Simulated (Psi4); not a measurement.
disiloxane (H6OSi2), singlet, at a GFN2-xTB geometry. Base run: HF/def2-SVP run with Psi4 1.11.

Geometry (Å):
```xyz
9

Si     1.5855    -0.2947     0.0931
O     -0.0037    -0.0290    -0.0319
Si    -1.5841     0.3055    -0.0811
H      1.9964    -0.9239    -1.1603
H      2.2224     1.0062     0.2904
H      1.7772    -1.1767     1.2427
H     -2.2138    -0.4747     0.9825
H     -2.0476    -0.0947    -1.4080
H     -1.7244     1.7436     0.1401
```
Charge 0, spin multiplicity 1.
All else is at Psi4's defaults (density fitting).
Base energy -656.04936 Eh.

Each row names what was changed in the base input (with any setting that the change needs).

```
change                                        ΔE vs base (mEh)  SCF cycles  basis functions
--------------------------------------------  ----------------  ----------  ---------------
base                                                     0.000           7               80
e_convergence = 1e-8                                     0.000           8               80
guess = gwh                                              0.000          10               80
guess = sap                                              0.000           8               80
scf_type = direct                                       -0.052           9               80
guess = core                                             0.000          11               80
diis_max_vecs = 3                                        0.000           7               80
puream = true                                            0.000           7               80
d_convergence = 1e-4                                     0.000           6               80
cholesky_tolerance = 1e-3 (with scf_type cd)               ___           7               80
level_shift = 0.3                                        0.000           7               80
puream = false                                             ___           7              ___
df_basis_scf = cc-pvtz-jkfit                             0.033           7               80
```

Task: Fill in the missing entries.

Result: 
- cholesky_tolerance = 1e-3 (with scf_type cd), ΔE vs base (mEh): 2.041
- puream = false, ΔE vs base (mEh): -8.433
- puream = false, basis functions: 83
